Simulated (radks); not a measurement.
These are the eigenvalues of the occupied orbitals of an atom or ion with whole-number occupations (Ry). Calculated with a radial shooting solver on a logarithmic mesh with Libxc functionals: scalar-relativistic Kohn-Sham, BLYP, spin-polarised, spherical densities, finite nucleus; Fermi nuclear charge, rms radius of each element as measured or else 0.836 A^(1/3) + 0.57 fm.

1s: -33.19293
2s: -5.00317

Which element is it, and in what charge state? The configuration may be excited. Open shells, if any, are filled with parallel spins first.

Answer. Z = 7, nitrogen, charge +3: N3+ in [He] 2s2. The 1s level, -16.596 hartree, gives Z - s = 5.8 by -(Z - s)^2/2, which with screening and relativity narrows Z to a few neighbours, and with so few levels the electron count can be read from the list.
